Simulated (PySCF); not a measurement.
Species: C3H10N2Si.
Numbering: `[NH2:1][SiH2:2][NH:3][CH:4]1[CH2:5][CH2:6]1` (hydrogens: H7, H8 on N1; H9, H10 on Si2; H11 on N3; H12 on C4; H13, H14 on C5; H15, H16 on C6)

Cartesian coordinates in Å at the PBE0-D3(BJ)/def2-SVP level; atoms count from 1:
```xyz
16
C3H10N2Si angstrom
N      2.9773   -0.6174    0.0871
Si     1.5421    0.2871   -0.2306
N      0.2159   -0.6230    0.4034
C     -1.0069   -0.1149    0.9235
C     -2.2996   -0.4160    0.2167
C     -1.7338    0.9711    0.1843
H      3.7690   -0.5484   -0.5411
H      3.2711   -0.8197    1.0358
H      1.4215    1.6492    0.3855
H      1.5723    0.4801   -1.7195
H      0.2828   -1.6351    0.3844
H     -1.0790   -0.0557    2.0200
H     -2.2263   -1.0076   -0.6997
H     -3.1915   -0.6093    0.8186
H     -2.2209    1.7558    0.7682
H     -1.2990    1.3168   -0.7578
```

Linear response at CAM-B3LYP/def2-SVPD (PySCF, frozen core in the response, non-relativistic).

Static isotropic polarisability: 76.76 au (11.37 Å³), principal values 68.2, 72.4, 89.7 au.

(1) What is the polarisability at 1064 nm and at the sodium D line?

(2) What is the isotropic C6 coefficient between two such molecules, C6 = (3/π)∫α(iω)² dω?

(3) Which effective excitation energy ω̄ makes London's formula C6 = (3/4)α²ω̄ exact here?

(4) How many electrons N does the Slater–Kirkwood formula C6 = (3/4)·√N·α^(3/2) need to give this C6?

(5) What molar refraction at the D line follows from R = (4π/3)·N_A·α′, with α′ the polarisability volume?

(6) What n − 1 at the D line would an ideal gas of it have at 273.15 K and 1 atm (2.6868 × 10¹⁹ cm⁻³), by n − 1 = 2π·N·α′?

(7) How anisotropic is the static polarisability, by Δα² = ½[(α1 − α2)² + (α2 − α3)² + (α3 − α1)²]?

Results:

(1) 77.38 au at 1064 nm (+0.8 %), 78.83 au at 589.3 nm (+2.7 %). The rise at 589.3 nm is 3.36 times that at 1064 nm; a pure ω² law gives 3.26. The lowest singlet lies at 197 nm, shorter than both wavelengths.

(2) 2422 au (Eh·bohr⁶) by a ten-point quadrature over imaginary frequencies, which is 1450 eV·Å⁶ or 140 J·nm⁶/mol.

(3) ω̄ = 4·C6/(3α²) = 0.548 Eh = 14.9 eV. A one-pole form α(ω) = α/(1 − ω²/ω̄²) fitted to the 1064 nm value gives 13.1 eV.

(4) N = (4·C6/3)²/α³ = 23.1; the species has 56 electrons in all.

(5) α′ = 11.68 Å³ gives R = 29.47 cm³/mol, for isolated, non-vibrating species.

(6) 19.72 × 10⁻⁴, a formal value whether or not that pressure can be reached.

(7) Δα = 19.7 au, or 0.26 of the isotropic value.

One conformer stands for the species.
